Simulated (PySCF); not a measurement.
VS2: fields on a plane

All numbers come from PySCF, UPBE0, basis V def2-SVP, S def2-SVP (no relativity, density fitting).

The doublet minimum has V–S 2.019 Å (×2); S–V–S 112.6°.

The plane holds V1 at (0.00, 0.00), S2 at (2.02, 0.00), S3 at (-0.78, 1.86) Å. Columns run from x = -2.85 to 4.35 Å, rows from y = 4.05 (top) to -1.95 Å, in steps of 0.3 Å. Other isomers or separated fragments may lie lower.

Give the electrostatic potential (V) (cut at 20 V). Lower edges of the bins (V): '_' -1.34, '.' -1.21, ':' -1.01, '-' -0.70, '=' -0.20, '+' 0.60, '*' 1.86, '#' 3.86, '%' 7.03, '@' 12.05; top 20.0, each point printed twice.


```
--------::::::::::::::::::::::--------------------
------::::::::::::....::::::::::::----------------
------::--------::::......::::::::::::------------
--------====++++++==--::....::::::::::::----------
------==++**##%%##**==--........::::::::::--------
----==++##@@@@@@@@%%**==::..__....::::::::::------
----==**%%@@@@@@@@@@%%++::______......::::::::----
----==**@@@@@@@@@@@@%%**--..____........::::::::--
----==**@@@@@@@@@@@@%%**==::....::::::....::::::--
----==++%%@@@@@@@@@@%%**++==--========--::..::::::
==--====**%%@@@@@@@@%%%%##****######**++--::::::::
========++**%%@@@@@@@@@@%%##%%@@@@@@%%**==--::::::
======++++**%%@@@@@@@@@@@@%%@@@@@@@@@@%%**--::::::
==++++++**##%%@@@@@@@@@@@@@@@@@@@@@@@@@@**==::::::
++++++****##@@@@@@@@@@@@@@@@@@@@@@@@@@@@**==--::::
++++****####%%@@@@@@@@@@@@%%@@@@@@@@@@%%**==--::--
++++****####%%@@@@@@@@@@%%##%%@@@@@@%%##++--------
++++******##%%%%@@@@@@%%##****######**++==--------
++++******######%%%%%%##**++++++++++====----------
++++********##########****++========--------------
++++++******************++++====------------------
```

Give the spin density (e/Å³) (cut at ±0.5 e/Å³). Lower edges of the bins (e/Å³): '0' -0.273, '1' -0.196, '2' -0.118, '3' -0.041, '4' 0.036, '5' 0.113, '6' 0.191, '7' 0.268, '8' 0.345, '9' 0.423; top 0.50.


```
3333333333333333333333333
3333333333333333333333333
3333333333333333333333333
3333333333333333333333333
3333333333333333333333333
3333333333333333333333333
3333323332333333333333333
3333223032233333333333333
3333323232333333333333333
3333333322333333333333333
3333333333433333333333333
3333333345654332233333333
3333333469995322233333333
3333334599995323033333333
3333334699995333133333333
3333334599964333322333333
3333333456643333223333333
3333333344433333333333333
3333333333333333333333333
3333333333333333333333333
3333333333333333333333333
```

Other spin states or occupations of the open shell can lie lower.
